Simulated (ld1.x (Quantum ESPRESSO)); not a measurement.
# selenium (Se), ultrasoft: configuration errors across variants

Se (Z = 34), ultrasoft, made with ld1.x (Quantum ESPRESSO) 7.5 (PBE, scalar-relativistic). Core [Ar], reference 3d10 4s2 4p4. Waves: 4s (bound): rcut 1.15, rcutus 1.60 bohr; 4s channel at 0.8 Ry: rcut 1.15, rcutus 1.60 bohr; 4p (bound): rcut 1.30, rcutus 1.65 bohr; 4p channel at 0.8 Ry: rcut 1.30, rcutus 1.65 bohr; 3d (bound): rcut 0.75, rcutus 1.05 bohr; 3d channel at -1.7 Ry: rcut 0.75, rcutus 1.05 bohr. Local part: all-electron potential smoothed inside 1.00 bohr (lloc = -1). Core correction: a·sin(br)/r model core inside 0.75 bohr. Augmentation charge: PSQ, inside the norm-conserving radii.

All-electron excitation energies from the reference (eV): (1) 3d10 4s2 4p3 10.845; (2) 3d10 4s2 4p2 31.193; (3) 3d10 4s2 4p1 62.061; (4) 3d9 4s2 4p5 51.673; (5) 3d10 4s2 4p0 104.245; (6) 3d9 4s2 4p4 64.091; (7) 3d10 4s2 4p4.3 -1.593.

A true bound ghost makes a file unfit for plane-wave use even where its test errors are small: the radial tests pick states by their node count and pass the ghost by.

Errors AE − PS in meV (a dash: test not solved or not reliable):

```csv
change,(1),(2),(3),(4),(5),(6),(7),bound ghosts
base,-1.7,-4.8,-10,-412,-20,-427,+0.3,s
"wave 4p channel at 0.8 Ry: rcut 1.30, rcutus 1.65 bohr becomes 4p channel at -0.18 Ry: rcut 1.30, rcutus 1.65 bohr",-1.6,-4.4,-9.4,-412,-20,-426,+0.3,s
"wave 4p channel at 0.8 Ry: rcut 1.30, rcutus 1.65 bohr becomes 4p channel at 0.22 Ry: rcut 1.30, rcutus 1.65 bohr",-1.6,-4.7,-10,-414,-20,-428,+0.3,s
"wave 4p channel at 0.8 Ry: rcut 1.30, rcutus 1.65 bohr becomes 4p channel at 0.63 Ry: rcut 1.30, rcutus 1.65 bohr",-1.7,-4.8,-10,-413,-20,-427,+0.3,s
"wave 4p channel at 0.8 Ry: rcut 1.30, rcutus 1.65 bohr becomes 4p channel at 1.76 Ry: rcut 1.30, rcutus 1.65 bohr",-1.6,-4.7,-10,-409,-20,-423,+0.3,s
"wave 4p channel at 0.8 Ry: rcut 1.30, rcutus 1.65 bohr becomes 4p channel at 4.31 Ry: rcut 1.30, rcutus 1.65 bohr",-1.5,-4.3,-9.3,-401,-20,-412,+0.3,s
```

Q: Give the same row for: wave 4p channel at 0.8 Ry: rcut 1.30, rcutus 1.65 bohr becomes 4p channel at -0.34 Ry: rcut 1.30, rcutus 1.65 bohr.

A: -1.3, -3.4, -7.8, -405, -20, -415, +0.3; bound ghosts: s.
